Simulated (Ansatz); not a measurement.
Reaction (isomerisation): `C=NCN[SiH3]` → `NC(N)=C[SiH3]`

Calculated with Ansatz (gas phase, PBE0-D4/def2-TZVP geometries, no zero-point term in ΔE). CCSD(T)/CBS is the MP2 limit (def2-TZVPP, def2-QZVPP) plus CCSD(T) − MP2 in def2-TZVPP, frozen cores. Functionals use def2-TZVPP. B3LYP here is the variant with VWN-RPA as its local correlation; programs differ in this. One conformer a species, not always the lowest.

| level | ΔE (eV) |
| --- | --- |
| B3LYP-D4 | -0.35 |
| ωB97M-V | -0.37 |
| B2PLYP | -0.31 |
| HF/def2-TZVPP | -0.18 |
| MP2/def2-TZVPP | -0.31 |
| MP2/def2-QZVPP | -0.34 |
| SCS-MP2/def2-QZVPP | -0.22 |
| HF/CBS(def2) | -0.17 |

What does CCSD(T)/CBS give? (Estimate.)

Computed: -0.29 eV. The listed levels differ from it by -0.06, -0.08, -0.02, 0.11, -0.02, -0.05, 0.07, 0.12 eV.

Largest T1 diagnostic among the species: 0.012.

In def2-TZVPP, CCSD(T) changes the Hartree–Fock value by −0.06 eV (the triples alone add −0.02 eV) and MP2 by −0.13 eV.
